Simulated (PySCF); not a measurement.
Working out the excitation energy of Xe²⁺

Xe²⁺ [Kr] 4d10 5s2 5p4 (3P) → Xe²⁺ [Kr] 4d10 5s1 5p5 (3P). All numbers are calculated (PySCF 2.14, a scalar-relativistic core potential, in def2-TZVPPD with the def2 core potential (28 electrons) (7s6p4d2f, 59 functions)). Frozen: 4s2 4p6 4d10. Energies in hartree (1 hartree = 27.21139 eV):

```csv
part,Xe²⁺ (lower),Xe²⁺ (upper)
UHF,-327.139547,-326.625171
CCSD correlation,-0.108846,-0.180945
(T),-0.002613,-0.014720
```

Q: What does Hartree-Fock give?

A: (-326.625171) − (-327.139547) = 0.514376 hartree = 13.997 eV.

Q: What do CCSD and CCSD(T) give?

A: The CCSD correlation energies differ by -0.072099 hartree = -1.962 eV and the triples by -0.012107 hartree = -0.329 eV, so CCSD gives 12.035 eV and CCSD(T) 11.706 eV.

The coupled-cluster amplitudes are large, so a single reference is strained.
